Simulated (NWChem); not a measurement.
Molecule: GeBrF, singlet; SMILES [F][Ge][Br]

Computed with NWChem. Low-valent species are run as closed-shell singlets; no triplet was tried in these runs. Coordinates come from a PBE-D3(BJ)/def2-SVP optimisation. B3LYP is NWChem's, with the RPA form of VWN correlation. Ions are spin-unrestricted doublets at the neutral geometry; other ion states weren't tried.

### Question
Order these by “vertical ionisation energy, ΔSCF (eV)”, lowest first: B3LYP/aug-cc-pVDZ; Hartree-Fock/aug-cc-pVDZ; PBE/aug-cc-pVDZ.

### Answer
Hartree-Fock/aug-cc-pVDZ (9.86), PBE/aug-cc-pVDZ (10.36), B3LYP/aug-cc-pVDZ (10.58)
